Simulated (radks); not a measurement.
Question: The mean radii <r> (bohr) of the occupied orbitals of an atom or ion are listed with their occupations. Calculated with a radial shooting solver on a logarithmic mesh with Libxc functionals: Dirac Kohn-Sham, BP86, spin-unpolarised, spherical densities, point nucleus.

| orbital | occ. | <r> |
|---|---|---|
| 1s1/2 | 2 | 0.01686 |
| 2s1/2 | 2 | 0.07043 |
| 2p1/2 | 2 | 0.05797 |
| 2p3/2 | 4 | 0.06652 |
| 3s1/2 | 2 | 0.1832 |
| 3p1/2 | 2 | 0.1735 |
| 3p3/2 | 4 | 0.1891 |
| 3d3/2 | 4 | 0.1647 |
| 3d5/2 | 6 | 0.1695 |
| 4s1/2 | 2 | 0.4061 |
| 4p1/2 | 2 | 0.4084 |
| 4p3/2 | 4 | 0.4419 |
| 4d3/2 | 4 | 0.4491 |
| 4d5/2 | 6 | 0.4599 |
| 5s1/2 | 2 | 0.8644 |
| 4f5/2 | 6 | 0.4797 |
| 4f7/2 | 8 | 0.4855 |
| 5p1/2 | 1 | 0.9056 |
| 5p3/2 | 2 | 0.9653 |

Name the element and its charge. Open shells, if any, are shared by 2j + 1.

Answer: Z = 79, gold, charge +14: Au14+ in [Kr] 4d10 4f14 5s2 5p3. The 1s radius gives Z: for a bare nucleus <r> = (2 gamma + 1)/(2Z) with gamma = sqrt(1 - (Z/c)^2), 0.01667 bohr for Z = 79, and screening makes it slightly larger (0.01686 here). The occupations add up to 65, and the charge is Z minus that.
